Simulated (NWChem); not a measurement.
System meant: C3H7FSi; SMILES C=C[SiH2]CF

NWChem input:

```
start job
memory heap 200 mb stack 900 mb global 1100 mb
geometry units angstroms noautoz
  C      0.234759    -2.670817    -0.415848
  C      0.327272    -1.644674     0.438988
  Si    -0.586230    -0.026819     0.217752
  C      0.653661     1.384380    -0.101922
  F     -0.019148     2.584984    -0.212680
  H     -0.401362    -2.625783    -1.307454
  H      0.785588    -3.606336    -0.265044
  H      0.980505    -1.765424     1.314349
  H     -1.367093     0.322780     1.443769
  H     -1.514383    -0.138228    -0.948012
  H      1.389539     1.457351     0.719682
  H      1.223499     1.201057    -1.030732
end
basis spherical
  C library def2-svp
  Si library def2-svp
  F library def2-svp
  H library def2-svp
end
dft
  xc pbe0
  iterations 4
  mulliken
end
task dft energy
```

End of the output:

```
    Atom       Charge   Shell Charges
 -----------   ------   -------------------------------------------------------
    1 C    6     6.04   1.97  0.61  0.32  1.83  1.24  0.07
    2 C    6     6.21   1.97  0.63  0.35  1.86  1.34  0.06
    3 Si  14    13.51   2.00  1.93  0.65  0.32  5.82  1.35  1.11  0.32
    4 C    6     6.05   1.96  0.61  0.34  1.82  1.19  0.13
    5 F    9     9.15   1.98  1.02  0.75  3.22  2.17  0.01
    6 H    1     0.97   0.63  0.27  0.07
    7 H    1     0.97   0.63  0.27  0.07
    8 H    1     0.96   0.63  0.27  0.07
    9 H    1     1.09   0.64  0.42  0.02
   10 H    1     1.09   0.64  0.43  0.02
   11 H    1     0.98   0.64  0.27  0.07
   12 H    1     0.98   0.64  0.26  0.07

 center of mass
 --------------
 x =  -0.02042688 y =   0.16222169 z =  -0.00350576

 moments of inertia (a.u.)
 ------------------
        1101.192090492854           0.000000000000          -0.000000000000
           0.000000000000         145.542862414824           0.000000000000
          -0.000000000000           0.000000000000        1146.870899955344

     Multipole analysis of the density
     ---------------------------------

     L   x y z        total         alpha         beta         nuclear
     -   - - -        -----         -----         ----         -------
     0   0 0 0     -0.000000    -24.000000    -24.000000     48.000000

     1   1 0 0      0.471098      0.235549      0.235549      0.000000
     1   0 1 0     -0.777385     -0.388693     -0.388693      0.000000
     1   0 0 1      0.132751      0.066376      0.066376     -0.000000

     2   2 0 0    -28.667600    -46.109444    -46.109444     63.551287
     2   1 1 0      0.102178      0.893394      0.893394     -1.684610
     2   1 0 1      0.637988     -0.577098     -0.577098      1.792184
     2   0 2 0    -31.032100   -296.563178   -296.563178    562.094255
     2   0 1 1      0.801983     -2.438492     -2.438492      5.678968
     2   0 0 2    -27.486133    -33.843374    -33.843374     40.200616

 ------------------------------------------------------------------------
 dft energy failed                                                                                  0
 ------------------------------------------------------------------------
 ------------------------------------------------------------------------
  current input line :
    28: task dft energy
 ------------------------------------------------------------------------
 ------------------------------------------------------------------------
 This type of error is most commonly associated with calculations not reaching convergence criteria
 ------------------------------------------------------------------------
 For more information see the NWChem manual at https://nwchemgit.github.io

0:dft energy failed:Received an Error in Communication
```

Problem. Find the fault in this run and fix the input.

Solution. The run did not converge; its last values are not results. Cause: the SCF was allowed too few iterations. This input runs:
```
start job
memory heap 200 mb stack 900 mb global 1100 mb
geometry units angstroms noautoz
  C      0.234759    -2.670817    -0.415848
  C      0.327272    -1.644674     0.438988
  Si    -0.586230    -0.026819     0.217752
  C      0.653661     1.384380    -0.101922
  F     -0.019148     2.584984    -0.212680
  H     -0.401362    -2.625783    -1.307454
  H      0.785588    -3.606336    -0.265044
  H      0.980505    -1.765424     1.314349
  H     -1.367093     0.322780     1.443769
  H     -1.514383    -0.138228    -0.948012
  H      1.389539     1.457351     0.719682
  H      1.223499     1.201057    -1.030732
end
basis spherical
  * library def2-svp
end
dft
  xc pbe0
  iterations 150
  mulliken
end
task dft energy
```
It converges to -507.20394 Ha (PBE0/def2-SVP).
